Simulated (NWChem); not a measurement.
Ionisation of pyrimidine (C₄H₄N₂)

SMILES: c1cncnc1
```xyz
10

C      0.0000     0.0000    -1.3536
C     -1.1827     0.0000    -0.6180
N     -1.1895     0.0000     0.7123
C      0.0000     0.0000     1.3073
N      1.1895     0.0000     0.7123
C      1.1827     0.0000    -0.6180
H      0.0000     0.0000    -2.4452
H     -2.1587     0.0000    -1.1183
H      0.0000     0.0000     2.4042
H      2.1587     0.0000    -1.1183
```
Charge 0, spin multiplicity 1.

Everything below was run with NWChem. The geometry was optimised at PBE0/def2-SVP, a minimum by its harmonic frequencies.

Basis set: def2-SVP. −ε marks an orbital energy of the parent.

B3LYP has NWChem's definition, with VWN1-RPA local correlation.

Q: One of these methods gave a first vertical ionisation energy of 10.38 eV. Which?
(A) −ε(HOMO) of BP86
(B) −ε(HOMO) of HF
(C) −ε(HOMO) of B3LYP
(D) −ε(HOMO) of r2SCAN

A: B, −ε(HOMO) of HF. The others give 5.79 (−ε(HOMO) of BP86), 7.00 (−ε(HOMO) of B3LYP), 6.05 (−ε(HOMO) of r2SCAN).
